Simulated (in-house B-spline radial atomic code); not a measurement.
## Ionising the bromine ion Br¹⁵⁺ with different functionals

Computed with an all-electron radial atomic-structure program (B-spline basis): non-relativistic Hamiltonian, point nucleus, spin-polarised at highest spin, spherical fractional occupations for the functionals. The ionisation energy is the difference of two self-consistent energies, [Ar] 3d2 → [Ar] 3d1, without Breit or QED terms; ε is the level of the shell that loses the electron (its least bound occupied spin orbital). There is no spin-orbit coupling in this Hamiltonian.

Hybrids are left out here: with spherical fractional occupations of an open shell their exact exchange keeps a self-interaction that integer-occupation calculations don't have.

| method | rung | ΔSCF (eV) | -ε(3d) (eV) |
| --- | --- | --- | --- |
| OLYP | GGA | 532.34 | 508.91 |
| BP86 | GGA | 530.87 | 507.34 |
| PBEsol | GGA | 530.68 | 507.16 |
| revTPSS | meta-GGA | 530.16 | 506.77 |

Question: How do they compare with the NIST value?

Answer: NIST lists 530 eV ± 3 (tabulated theory, ground level to ground level). Errors run from +0.16 to +2.34 eV; all lie within about twice that uncertainty, so the table can't rank the methods.
